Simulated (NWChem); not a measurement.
System: CF3 cation

The following NWChem deck was run.

```
start job
memory heap 200 mb stack 900 mb global 1100 mb
charge 1
geometry units angstroms noautoz
  F      1.186292    -0.317866     0.000000
  C      0.000000     0.000000     0.000000
  F     -0.317866     1.186292     0.000000
  F     -0.868426    -0.868426     0.000000
end
basis spherical
  * library 6-311g**
end
dft
  xc b3lyp
  iterations 150
  mulliken
end
task dft energy
```

All runs use the structure optimised with PBE0/def2-SVP.

**Question.** Give the results of this calculation. (B3LYP/6-311G** (spherical d).) Quantities: basis functions; energy (Ha); highest occupied level (eV); orbital gap (eV).

**Answer.** 
```yaml
number_of_basis_functions: 72
energy (Ha): -337.32
highest occupied level (eV): -21.45
orbital gap (eV): 10.63
```
